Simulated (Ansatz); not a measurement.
ethylene carbonate (C3H4O3), singlet, geometry from GFN2-xTB. Base run: B3LYP/6-311G** run with Ansatz (a quantum-chemistry and plane-wave program).

Here is a job for Ansatz.
Ansatz 0.2 input:
```yaml
crystal:
  periodic: [false, false, false]
  atoms:
    - {symbol: O, position_ang: [2.02364805, -0.10196367, -0.02219553]}
    - {symbol: C, position_ang: [0.84129222, -0.04238941, -0.00922736]}
    - {symbol: O, position_ang: [0.02528031, -1.10906625, 0.06015929]}
    - {symbol: C, position_ang: [-1.32923011, -0.70405933, 0.05664352]}
    - {symbol: C, position_ang: [-1.25265770, 0.83415051, -0.02832517]}
    - {symbol: O, position_ang: [0.13529665, 1.10097540, -0.06192051]}
    - {symbol: H, position_ang: [-1.80468390, -1.05510197, 0.97634301]}
    - {symbol: H, position_ang: [-1.82913313, -1.15234299, -0.80606914]}
    - {symbol: H, position_ang: [-1.71042935, 1.23221471, -0.93778897]}
    - {symbol: H, position_ang: [-1.68598012, 1.32945573, 0.84462318]}
basis:
  gaussian:
    orbitals: 6-311G__.json
hamiltonian:
  xc: b3lyp
```
The basis file holds 6-311G** in the JSON format of the Basis Set Exchange.

Variants of this job, named by their change:

| change | ΔE vs base (mEh) |
|---|---|
| base | 0.000 |
| lower_state_search = light | 0.000 |
| point_charge = charge:-1.0 position_ang:-5.8726, -2.2012, -0.3815 | -14.778 |
| nuclear_model = gaussian | 0.048 |
| fitting.mean_field = cc-pVTZ-JKFIT | -0.042 |
| fitting.mean_field = def2-universal-JKFIT | -0.087 |
| lower_state_search = off | 0.000 |
| final_grid = 10, 20, 41 | 0.000 |
| point_charge = charge:1.0 position_ang:-0.0525, -5.5358, 0.9807 | -3.892 |
| final_grid = 6, 12, 29 | -0.006 |
| forces = on | 0.000 |
